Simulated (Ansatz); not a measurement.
GaH₅OSeSi, SMILES `[OH][GaH][SiH2][SeH]`, relaxed with RKS PBE0-D4/def2-TZVP in Ansatz from a GFN2-xTB geometry. The force threshold is 0.005 eV/Å; the program also tests the step.

The species carries charge 0 and has multiplicity 1.

Start:

```xyz
9

O     1.862   -1.509    0.456
Ga    0.342   -0.820    0.847
Si   -0.217    0.690   -0.936
Se   -2.317    1.596   -0.622
H     2.628   -2.070    0.533
H    -0.343   -1.261    2.227
H    -0.329    0.060   -2.261
H     0.708    1.833   -1.056
H    -2.333    1.481    0.812
```

```tsv
step	energy (eV)	largest force (eV/Å)	largest move (Å)
1	-127716.0170	1.674	0.000
2	-127716.0881	0.858	0.159
3	-127716.1445	0.713	0.061
4	-127716.2441	0.520	0.103
5	-127716.2595	2.077	0.195
6	-127716.3977	0.292	0.200
7	-127716.4081	0.166	0.200
8 (rejected)	-127716.4023	0.509	0.166
9	-127716.4174	0.064	0.075
10	-127716.4189	0.037	0.073
11	-127716.4196	0.077	0.078
13	-127716.4201	0.070	0.084
15	-127716.4230	0.023	0.032
17	-127716.4248	0.158	0.041
19	-127716.4265	0.071	0.047
21	-127716.4281	0.142	0.097
23	-127716.4292	0.068	0.039
25	-127716.4297	0.008	0.044
27	-127716.4299	0.011	0.035
29	-127716.4299	0.012	0.026
31	-127716.4299	0.008	0.024
33	-127716.4300	0.004	0.004
```

End:

```xyz
9

O     1.604   -1.992    0.160
Ga    0.679   -0.579    0.757
Si   -0.169    0.884   -0.941
Se   -2.453    0.899   -0.685
H     1.879   -2.599    0.850
H     0.437   -0.484    2.308
H     0.027    0.365   -2.318
H     0.380    2.267   -0.875
H    -2.383    1.238    0.743
```

Run time 110 s (4 threads of an AMD EPYC 7B13 on a shared host); peak host memory 0.68 GiB.
